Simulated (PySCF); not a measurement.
HP, SMILES [PH], multiplicity 3. Geometry optimised at PBE0-D3(BJ)/def2-TZVPD.

Computed equilibrium geometry at PBE0-D3(BJ)/def2-TZVPD (PySCF confirms it by a frequency run) as bond lengths and angles, and its point group:
point group C∞v.
Atoms: P1 H2. Bonded distances (Å): P1–H2 1.428.
Charge 0, spin multiplicity 3.
